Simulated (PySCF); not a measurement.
Isomers of [C6H13P2]+ (charge +1), one GFN2-xTB conformer each. Single-point energies are computed at PBE0/pcSseg-1 (PySCF, gas phase, no added dispersion term), electronic only.

Question: Rank them by PBE0/pcSseg-1 energy, lowest first (kJ/mol).
A. `[CH:1]#[C:2][CH2:3][P+:4]([CH3:5])([CH3:6])[CH2:7][PH2:8]` (charge +1) with C2–C3–P4–C5 -64°, C3–P4–C7–P8 55°, P4–C7–P8–H 173° and -94°
B. `[CH:1]#[C:2][P+:3]([CH3:4])([CH3:5])[CH2:6][CH2:7][PH2:8]` (charge +1) with C2–P3–C6–C7 -39°, P3–C6–C7–P8 -57°, C6–C7–P8–H -168° and 99°
C. `[CH2:1]=[CH:2][P@H+:3](/[CH:4]=[CH:5]\[CH3:6])[CH2:7][PH2:8]` (charge +1) with C1–C2–P3–C4 136°, C2–P3–C4–C5 -69°, C2–P3–C7–P8 164°, P3–C7–P8–H 74° and 167°
D. `[CH3:1][C:2]1=[CH:3][CH2:4][P@+:5]([CH3:6])([PH2:7])[CH2:8]1` (charge +1) with C4–P5–P7–H -42° and 51°, C2–C3–C4–P5 -7°, C3–C4–P5–C6 -103°, C4–P5–C8–C2 -9°, C1–C2–C8–P5 -174°

Answer: D (0.0), A (169.8), C (181.9), B (197.0).

Neighbours under 21 kJ/mol apart (C#CC[P+](C)(C)CP and C=C[P@H+](/C=C\C)CP; C=C[P@H+](/C=C\C)CP and C#C[P+](C)(C)CCP) can change places with a better method, another conformer or zero-point energy. GFN2-xTB itself gives, in the same order: 0.0, 184.5, 210.3, 207.9. Both levels put the same isomer lowest; measured from each level's own lowest isomer, the values differ by up to 28.4 kJ/mol (C=C[P@H+](/C=C\C)CP: 210.3 against 181.9).

Q: Which frontier levels and rotational constants go with these structures?

A: 
| SMILES | HOMO (eV, PBE0/pcSseg-1) | LUMO (eV) | A, B, C (MHz) |
| --- | --- | --- | --- |
| CC1=CC[P@+](C)(P)C1 | -11.25 | -4.88 | 2421, 877.3, 839.5 |
| C#CC[P+](C)(C)CP | -11.58 | -3.80 | 1454, 1254, 854.4 |
| C=C[P@H+](/C=C\C)CP | -11.46 | -5.35 | 1557, 1089, 815.8 |
| C#C[P+](C)(C)CCP | -10.99 | -5.02 | 1823, 992.9, 882.8 |
